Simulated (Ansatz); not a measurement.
Breaking a bond: MgO, singlet.

Level of theory: CCSDT(Q) on UHF/cc-pVTZ, frozen core in Ansatz (a program for electronic structure).

Problem. Relative to R = 1.86 Å, what are the energies at R = 1.38, 1.56, 1.78, 2.04 Å?

Solution. 298.6 kJ/mol at 1.38 Å, 39.6 kJ/mol at 1.56 Å, 9.2 kJ/mol at 1.78 Å, 12.8 kJ/mol at 2.04 Å.

The unrestricted determinant behind UCCSDT(Q) is spin-contaminated at 1.38 to 6.88 Å (<S²> up to 1.2, against 0.00 for a pure singlet).
